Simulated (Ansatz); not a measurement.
`[NH2][SnH]([OH])[Cl]` + H–F → `[NH2][SnH]([F])[Cl]` + H₂O at 500 K and 1 bar (ligand exchange at the Sn–O bond).

Calculated with Ansatz (gas phase, PBE0-D4/def2-TZVP geometries, no zero-point term in ΔE). CCSD(T)/CBS adds triple-zeta CCSD(T) − MP2 to the extrapolated MP2 energy (def2 sets, frozen cores). This one scheme is used for every species. def2 core potentials past Kr. For Sn outer-core shells are correlated without core-valence functions, which leaves a few kJ/mol of doubt a bond. Each species was taken in one conformer, which may not be the lowest.

```tsv
species	CCSD(T)/CBS energy (Eh)	H − E (kJ/mol)	S (J/(mol·K))
`[NH2][SnH]([OH])[Cl]`	-806.16228	167.9	420.1
H–F	-100.39570	39.4	188.7
`[NH2][SnH]([F])[Cl]`	-830.19021	134.4	405.6
H₂O	-76.37941	73.2	206.3
```

H − E and S are ideal-gas, rigid-rotor, harmonic terms from PBE0-D4/def2-TZVP, for one conformer and one mirror image of each species. 1 Eh = 2625.50 kJ/mol, R = 8.31446 J/(mol·K).

**Question.** By hand: ΔE, ΔH, ΔS and ΔG.

**Answer.** ΔE = (-830.19021) + (-76.37941) − (-806.16228) − (-100.39570) = -0.01164 Eh = -30.6 kJ/mol. Δ(H − E) = 134.4 + 73.2 − 167.9 − 39.4 = 0.3, so ΔH = -30.3 kJ/mol. ΔS = 405.6 + 206.3 − 420.1 − 188.7 = 3.1 J/(mol·K). ΔG = -30.3 − 500 × (3.1)/1000 = -31.9 kJ/mol.

**Question.** By hand: the equilibrium constant, and the temperature at which ΔG would vanish if ΔH and ΔS stayed fixed.

**Answer.** log₁₀ K = −ΔG/(RT ln 10) = 3.3. ΔH and −TΔS have one sign here, so there is no such temperature.

The number of gas molecules stays the same, so ΔS is small and ΔH decides. A doubt of 5 kJ/mol in ΔE shifts log₁₀ K by 0.5 here. Other conformers and mirror images would add mixing entropy, several J/(mol·K) or more a flexible species. These are equilibria of isolated gas molecules and say nothing of rates. Largest T1 diagnostic: 0.013 (customary marks: 0.02 for closed shells, 0.045 for open ones).

ΔS is within the doubt of such terms, so its sign, and with it that verdict, could turn.
